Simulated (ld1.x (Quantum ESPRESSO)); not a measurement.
B (Z = 5): one change to a PAW potential, before and after

- Element: boron (B)
- Generator: ld1.x (Quantum ESPRESSO) 7.5
- Type: PAW
- Functional: PBE
- Relativity: non-relativistic
- Frozen core: none
- Valence charge: 5
- Reference configuration: 1s2 2s1 2p2
- Partial waves: 1s (bound): rcut 0.65, rcutus 0.75 bohr; 2s (bound): rcut 0.65, rcutus 0.75 bohr; 2p (bound): rcut 2.10, rcutus 2.75 bohr; 2p channel at 0.2 Ry: rcut 2.10, rcutus 2.75 bohr
- Local potential: all-electron potential smoothed inside 0.80 bohr (lloc = -1)
- Core correction: none
- Augmentation charge: PSQ, inside the norm-conserving radii

Change: waves 2p (bound): rcut 2.10, rcutus 2.52 bohr; 2p channel at 0.2 Ry: rcut 2.10, rcutus 2.52 bohr.

Cutoffs: the cutoffs (Ry, on a coarse ladder) from which the occupation-weighted sum of valence levels, in a spherical-Bessel basis at the reference potential, stays within 10 and 1 mRy of its value at 400 Ry; they do not see the model core or the augmentation charge, which bear on the density cutoff. Errors are all-electron minus pseudo energies relative to the spin-unpolarised reference configuration.

Problem. What does the change do?

Solution. The potential gets neither clearly harder nor softer (160 Ry and 230 Ry → 160 Ry and 230 Ry); the s channel sets the loose cutoff, while the largest relative change is in p, which becomes harder; the number of tests with a reliable result goes from 7 to 5 (the test run of the changed file stopped, so its transferability is not established); of the 5 tests that both files solve, the error grows in 4 and shrinks in 0 by more than 15 % and 0.3 meV (median size 1.3 → 13.3 meV); neither file shows a bound ghost. That the errors move this way runs against the usual rule that smaller radii transfer better.

```csv
quantity,base,changed
"cutoff, loose",160 Ry,160 Ry
"cutoff, tight",230 Ry,230 Ry
loose cutoff by channel (10 mRy a level),"s 160 Ry, p 6 Ry","s 160 Ry, p 8 Ry"
bound ghosts,none,none
tests with a reliable result,7 of 7,5 of 7 (the test run stopped)
"error for 1s2 2s2 2p1, meV [ΔE -5.84 eV]",-0.5,+11
"error for 1s2 2s2 2p0, meV [ΔE 2.38 eV]",+6.2,+13
"error for 1s2 2s1 2p0, meV [ΔE 27.79 eV]",+12,-22
"error for 1s2 2s0 2p3, meV [ΔE 5.86 eV]",-0.3,+0.3
"error for 1s2 2s2 2p0.5, meV [ΔE -2.96 eV]",+1.3,+17
lowest overlap eigenvalue by channel,"s 0.15, p 1.00","s 0.15, p 0.92"
```
